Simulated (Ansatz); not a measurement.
Basis sets compared for Hg₂O (the lowest singlet isomer of a short search). Total charge 0; singlet. Geometry PBE-D4/def2-TZVP. Ansatz on 4 threads of Arm Neoverse V2 on a shared host; times are rough, and most runs start from earlier orbitals.

```xyz
3

Hg    0.773    0.489   -1.835
Hg   -0.773   -0.490    1.835
O    -0.001    0.001    0.000
```

In the def2 sets Hg takes a core potential; there is no spin–orbit coupling. The structure comes from a short search, and lower isomers may exist.

Binding counts from free atoms (Hg singlet, O triplet) in the same basis, without a counterpoise term.

```csv
level,functions,energy (Eh),HOMO (eV),LUMO (eV),binding per atom (eV),wall time
PBE-D4/def2-SVP,78,-382.0760,-5.68,-4.38,0.53,0.5 s
PBE-D4/def2-TZVP (with forces),117,-382.1830,-5.80,-4.45,0.55,0.9 s
r2SCAN-D4/def2-TZVP,117,-382.2724,-6.12,-4.40,0.42,1.6 s
PBE0-D4/def2-SVP,78,-381.9726,-6.75,-3.65,0.25,0.75 s
PBE0-D4/def2-TZVP,117,-382.0786,-6.76,-3.74,0.27,1.2 s
```

Question: Estimate the rows for PBE-D4/def2-TZVPD, r2SCAN-D4/def2-TZVPD, PBE0-D4/def2-TZVPD.

Answer: 
```
               level  functions  energy (Eh)  HOMO (eV)  LUMO (eV)  binding per atom (eV)  wall time
   PBE-D4/def2-TZVPD        132    -382.1838      -5.83      -4.46                   0.54      1.1 s
r2SCAN-D4/def2-TZVPD        132    -382.2730      -6.15      -4.41                   0.42      1.8 s
  PBE0-D4/def2-TZVPD        132    -382.0793      -6.76      -3.75                   0.28      1.2 s
```
